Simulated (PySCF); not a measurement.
## Simulated absorption spectrum

Species: C4H3ClNP.
Numbering: `[Cl:1][c:2]1[cH:3][n:4][cH:5][cH:6][p:7]1` (hydrogens: H8 on C3; H9 on C5; H10 on C6)

Cartesian coordinates in Å at the GFN2-xTB level; atoms count from 1:
```xyz
10
C4H3ClNP angstrom
Cl     2.816    1.381    0.108
C      1.227    0.687    0.045
C      1.107   -0.692    0.046
N     -0.023   -1.367    0.002
C     -1.185   -0.739   -0.049
C     -1.384    0.627   -0.061
P     -0.110    1.807   -0.016
H      2.003   -1.301    0.087
H     -2.044   -1.401   -0.081
H     -2.398    1.002   -0.103
```

Theory: TDDFT B3LYP/def2-SVPD, vertical, gas phase, core orbitals frozen in the response (PySCF 2.14.0, density-fitted response routines).

Computed states:

| state | E (eV) | f |
| --- | --- | --- |
| S1 | 3.81 | 0.0062 |
| S2 | 4.34 | 0.048 |
| S3 | 4.63 | 0.0000 |
| S4 | 5.10 | 0.038 |
| S5 | 5.20 | 0.010 |
| S6 | 5.39 | 0.0000 |
| S7 | 5.83 | 0.311 |
| S8 | 6.04 | 0.0001 |

Broadening: Gaussians 0.3 eV wide at half height, area fixed by f = 4.319×10⁻⁹ ∫ε dν̃. The width is an assumption, not a result. The curve ends short of the highest state used, and states not computed would add to its high-energy end.

Question: What does the envelope look like, and where are its maxima?

Answer: 
(λ (nm), ε (L mol⁻¹ cm⁻¹)): (227.8, 502), (232.7, 1213), (237.6, 3083), (242.5, 4116), (247.3, 3053), (252.2, 1305), (257.1, 342), (262.0, 94), (266.9, 248), (271.8, 940), (276.6, 2290), (281.5, 3778), (286.4, 4293), (291.3, 3485), (296.2, 2093), (301.0, 995), (305.9, 432), (310.8, 298), (315.7, 379), (320.6, 502), (325.5, 558), (330.3, 512), (335.2, 390), (340.1, 251), (345.0, 138), (349.9, 66), (354.7, 28), (359.6, 11), (364.5, 4), (369.4, 1)

Maxima: 326 nm (3.81 eV), ε about 560, made up of S1 (100%); 286 nm (4.34 eV), ε about 4300, made up of S2 (100%); 242 nm (5.12 eV), ε about 4100, made up of S4 (82%) and S5 (18%) (ε in L mol⁻¹ cm⁻¹; maxima over ε = 5, shares over 10%). At its high-energy end, 5.44 eV, the curve is still rising (ε about 500, from S4, S5 and S7).

Question: What would ε be at 4.34 eV, the highest of these maxima, with half the width (0.15 eV)?

Answer: About 8610 L mol⁻¹ cm⁻¹ against 4310, a factor of about 2.00; a lone state at its own centre would give exactly 2.

Question: Coming from long wavelengths, where does ε first pass 100 L mol⁻¹ cm⁻¹?

Answer: At about 347 nm (3.57 eV), 0.24 eV below S1.

Question: On this curve, what absorbance would a 10⁻³ mol/L sample give at 308 nm over a 1 cm path?

Answer: 308 nm is 4.025 eV, where ε is about 330 L mol⁻¹ cm⁻¹, so A = ε c l ≈ 0.33 (Beer–Lambert, with the gas-phase spectrum and the assumed width).
